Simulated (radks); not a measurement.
The numbers below are computed, except where a source is named.
The bismuth ion Bi4+, [Xe] 4f14 5d10 6s1. Code: a radial shooting solver on a logarithmic mesh with Libxc functionals. Model: non-relativistic Kohn-Sham, exchange-only LDA, spin-polarised, spherical densities, point nucleus. Every spin shell is full or empty, so the densities are truly spherical. Functionals are evaluated on that one density, not self-consistently. Rank these orbital-free kinetic functionals by their error against the exact value of the orbitals, and give that value: Thomas-Fermi, von Weizsacker, TF + vW, TF + vW/9, LC94, APBEK, Perdew 92, Thakkar, Pearson, DePristo-Kress, Ernzerhof.

Answer. Exact: 20078.7 hartree. From best to worst, with 100 (|E| - |E exact|)/|E exact| (equal figures are ties): LC94 +0.03, APBEK +0.05, DePristo-Kress -0.20, Ernzerhof -0.47, Perdew 92 -0.66, TF + vW/9 -0.67, Thakkar -0.79, Pearson -0.82, Thomas-Fermi -4.56, TF + vW +30.40, von Weizsacker -65.05.
